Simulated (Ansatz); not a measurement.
Start from `[Cl][Hf]([Cl])([Cl])[SeH]` and change one atom or group to get `[CH3][Hf]([Cl])([Cl])[Cl]`.

Ansatz, PBE0-D4/def2-TZVP geometries, multiplicity 1. Each molecule was computed in one conformer, which needn't be the lowest.

Elements past krypton have def2 core potentials. Scalar relativity is left out up to krypton.

```
                                      property  `[Cl][Hf]([Cl])([Cl])[SeH]`
         HOMO–LUMO gap (B3LYP/def2-TZVPP) / eV                         5.02
          HOMO–LUMO gap (PBE0/def2-TZVPP) / eV                         5.45
zero-point energy (PBE0-D4/def2-TZVP) / kJ/mol                         28.7
           HOMO–LUMO gap (PBE/def2-TZVPP) / eV                         3.53
             HOMO energy (PBE/def2-TZVPP) / eV                        -6.64
size of the dipole moment (PBE/def2-TZVPP) / D                         0.49
```

**Question.** Give the same properties after the change, and the shifts. (An estimate is asked.)

**Answer.** Ansatz gave: 
| property | `[CH3][Hf]([Cl])([Cl])[Cl]` | shift |
| --- | --- | --- |
| HOMO–LUMO gap (B3LYP/def2-TZVPP) / eV | 6.42 | 1.40 |
| HOMO–LUMO gap (PBE0/def2-TZVPP) / eV | 6.88 | 1.43 |
| zero-point energy (PBE0-D4/def2-TZVP) / kJ/mol | 99.1 | 70.4 |
| HOMO–LUMO gap (PBE/def2-TZVPP) / eV | 4.66 | 1.13 |
| HOMO energy (PBE/def2-TZVPP) / eV | -7.24 | -0.60 |
| size of the dipole moment (PBE/def2-TZVPP) / D | 1.12 | 0.63 |

With PBE0 the HOMO falls by 0.82 eV and the LUMO rises by 0.60 eV, so the gap widens by about 1.42 eV. PBE moves the HOMO by -0.60 eV and ωB97M-V by -1.03 eV. The zero-point energy changes by 70.4 kJ/mol with +6 modes. Dipoles are sizes alone; their direction can turn.

B3LYP here is the variant with VWN-RPA as its local correlation; programs differ in this.

Spin–orbit coupling is left out; it splits and shifts lone-pair levels of the heavy atoms by tenths of an eV.
